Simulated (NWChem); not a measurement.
Species: C2H4ClFSi; SMILES F/C([SiH3])=C\Cl

Program: NWChem. Medium grid unless said otherwise, to which SCAN and Minnesota functionals are sensitive. Geometry: optimised at B3LYP/6-31G* (spherical d). Hybrids' shares of exact exchange are those that their runs print; pure functionals count as 0. The functionals differ in more than this share.

| row | share of exact exchange | highest occupied level (eV) |
|---|---|---|
| PBE/def2-TZVP | 0.00 | -6.33 |
| BLYP/def2-TZVP | 0.00 | -6.18 |
| B3LYP/def2-TZVP | 0.20 | withheld |
| M06-2X/def2-TZVP | 0.54 | -8.74 |
| Hartree-Fock/def2-TZVP | 1.00 | -10.21 |

**Question.** Fit a straight line of the last column on the one before it, predict the withheld value, and compare with the run.

**Answer.** 
1. Means of the 4 shown rows: x = 0.385, y = -7.865. Slope Σ(x − x̄)(y − ȳ)/Σ(x − x̄)² = -2.818/0.6987 = -4.032; intercept -6.313.
2. The shown rows scatter about the line by 0.157 (root mean square); the largest residual is -0.25, at M06-2X/def2-TZVP.
3. At x = 0.20 (B3LYP/def2-TZVP; inside the shown range) the line gives -7.12.
4. The run gives -7.31, -0.19 from the line, 1.2 times the scatter.
